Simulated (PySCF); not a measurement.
C3H10OSi2, SMILES CC([SiH2]C[SiH3])=O.

Coordinates come from a PBE0-D3(BJ)/def2-SVP optimisation. This is a generated structure with no PubChem entry under its InChIKey; it may be hypothetical. Other conformers were not sampled.

Level of theory: ωB97X/def2-TZVP (PySCF).

Isolated molecule, no solvent.

Computed frontier levels, gap, dipole moment and polarisability:
The highest occupied level is -9.26 eV. The lowest empty level is 1.13 eV and the orbital gap comes out as 10.40 eV. The dipole moment is 2.04 D. The quadrupole, principal values (traceless, Buckingham form, about the centre of nuclear charge) is -10.53, 2.67, 7.86 D·Å and the mean static polarisability comes out as 92.0 bohr³ (13.63 Å³). The polarisability, principal values comes out as 75.7, 88.2, 112.0 bohr³.
